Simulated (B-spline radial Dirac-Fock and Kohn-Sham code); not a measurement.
The L3 (2p3/2) hole of technetium ions: width and yield against charge

Calculated with a radial atomic solver, using independent-particle radiative and Coulomb Auger rates from relativistic LDA hole-state orbitals, with Dirac-Fock energies. Tabulated ground configurations, configuration averages; single configurations, so decays that open only by mixing (as 1s 2s² with 1s 2p² in Be-like ions) are missing and such tiny yields are far too low.

| ion | configuration | radiative (eV) | non-radiative (eV) | yield |
| --- | --- | --- | --- | --- |
| Tc | [Kr] 4d5 5s2 | 0.0730 | 1.71 | 0.0408 |
| Tc⁺ | [Kr] 4d5 5s1 | 0.0731 | 1.72 | 0.0408 |
| Tc²⁺ | [Kr] 4d5 | 0.0732 | 1.72 | 0.0408 |
| Tc³⁺ | [Kr] 4d4 | 0.0729 | 1.72 | 0.0407 |
| Tc⁴⁺ | [Kr] 4d3 | 0.0725 | 1.71 | 0.0406 |
| Tc⁵⁺ | [Kr] 4d2 | 0.0720 | 1.70 | 0.0405 |
| Tc⁶⁺ | [Kr] 4d1 | 0.0715 | 1.70 | 0.0404 |
| Tc⁷⁺ | [Ar] 3d10 4s2 4p6 | 0.0708 | 1.69 | 0.0403 |
